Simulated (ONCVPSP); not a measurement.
**Br (Z = 35): variants of one ONCV potential**

Base potential:

```json
{
 "Element": "Br (Z = 35)",
 "Generator": "ONCVPSP 4.0.1",
 "Type": "optimised norm-conserving Vanderbilt (ONCV)",
 "Functional": "PBE",
 "Relativity": "scalar-relativistic",
 "Frozen core": "[Ar]",
 "Valence charge": "17",
 "Reference configuration": "3d10 4s2 4p3 (charge +2)",
 "Partial waves": "4s: rc 1.45 bohr, ncon 5, nbas 9, qcut 3.5 1/bohr, 1 projector; 4p: rc 1.25 bohr, ncon 4, nbas 8, qcut 7.4 1/bohr, 3 projectors, debl 1.4 Ha; 3d: rc 0.90 bohr, ncon 4, nbas 8, qcut 21.1 1/bohr, 1 projector; f scattering state at 0.28 Ha: rc 1.45 bohr, ncon 4, nbas 7, qcut 7.2 1/bohr, 1 projector",
 "Local potential": "polynomial inside 0.60 bohr (lpopt 5, dvloc0 2 Ha)",
 "Core correction": "Teter function, fcfact 3, rcfact 1.3"
}
```

All-electron outer shells of the reference configuration (PBE, scalar-relativistic, ld1.x):

```tsv
shell	level (eV)	outermost node (bohr)	outermost maximum (bohr)
3s	-262.20	0.23	0.48
3p	-197.61	0.21	0.48
3d	-90.79	–	0.43
4s	-41.84	0.67	1.39
4p	-28.23	0.70	1.58
```

Cutoffs, loose and tight: the cutoffs (Ha) at which the residual kinetic energy of the hardest occupied pseudo-wave falls to 1 and 0.1 mHa per electron. They do not see the model core or the augmentation charge, which bear on the density cutoff. Test errors are all-electron minus pseudo excitation energies from the reference, over the configurations 3d10 4s2 4p5; 3d10 4s2 4p4; 3d10 4s2 4p2; 3d10 4s1 4p5. A dash means not determined; rows that change the core or the reference have their own tests.

A true bound ghost makes a file unfit for plane-wave use even where its test errors are small: the radial tests pick states by their node count and pass the ghost by.

| change | outcome | cutoff, loose | cutoff, tight | bound ghosts | GHOST(+) flags above zero | largest test error (meV) |
| --- | --- | --- | --- | --- | --- | --- |
| base | generated | 156 Ha | 175 Ha | s, p | f | +8.1 |
| core correction Teter function, fcfact 3, rcfact 1.1 | generated | 156 Ha | 175 Ha | s, p | f | +8.1 |
| s: qcut 2.4 | generated | 156 Ha | 175 Ha | s, p | f | +8.2 |
| core correction polynomial model core, fcfact 0.55 | generated | 156 Ha | 175 Ha | s, p | f | +9.2 |
| s: qcut 2.6; p: qcut 5.4; d: qcut 15.4; f: qcut 5.2 | generated | 111 Ha | 209 Ha | s, p | p, f | +8.1 |
| s: rc 2.06 | generated | 156 Ha | 175 Ha | s, p | f | +19 |
